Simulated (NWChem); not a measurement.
Molecule: C$_{5}$H$_{8}$; SMILES C=CCC=C

```xyz
13

C      0.5426     0.0906    -2.2193
C     -0.3628     0.2345    -1.2516
C     -0.4328    -0.5920     0.0000
C     -0.3628     0.2345     1.2516
C      0.5426     0.0906     2.2193
H      1.3278    -0.6703    -2.1599
H      0.5336     0.7266    -3.1084
H     -1.1279     1.0156    -1.3538
H     -1.3940    -1.1426     0.0000
H      0.3664    -1.3503     0.0000
H     -1.1279     1.0156     1.3538
H      1.3278    -0.6703     2.1599
H      0.5336     0.7266     3.1084
```
Atoms are numbered in this order, from 1.

Results from NWChem. Pople sets run with spherical d functions. Coordinates come from a PBE0/def2-SVP optimisation. Not confirmed as a minimum by frequencies. Total energies compare along this basis series because the functional is fixed.

```json
[
 {"level": "TPSS/STO-3G", "basis functions": "33", "energy (Ha)": "-192.9926", "highest occupied level (eV)": "-4.56", "orbital gap (eV)": "6.70", "dipole (D)": "0.23"},
 {"level": "TPSS/3-21G", "basis functions": "61", "energy (Ha)": "-194.2629", "highest occupied level (eV)": "-6.11", "orbital gap (eV)": "5.81", "dipole (D)": "0.25"},
 {"level": "TPSS/6-31G*", "basis functions": "86", "energy (Ha)": "-195.3253", "highest occupied level (eV)": "(withheld)", "orbital gap (eV)": "(withheld)", "dipole (D)": "0.29"},
 {"level": "TPSS/6-31+G*", "basis functions": "106", "energy (Ha)": "-195.3343", "highest occupied level (eV)": "-6.24", "orbital gap (eV)": "5.42", "dipole (D)": "0.30"},
 {"level": "TPSS/6-311G**", "basis functions": "138", "energy (Ha)": "-195.3811", "highest occupied level (eV)": "-6.23", "orbital gap (eV)": "5.55", "dipole (D)": "0.28"},
 {"level": "TPSS/6-311++G**", "basis functions": "166", "energy (Ha)": "-195.3839", "highest occupied level (eV)": "-6.32", "orbital gap (eV)": "5.40", "dipole (D)": "0.30"}
]
```

Q: Some entries are withheld; supply them.

A: 
- TPSS/6-31G*, highest occupied level (eV): -5.97
- TPSS/6-31G*, orbital gap (eV): 5.62
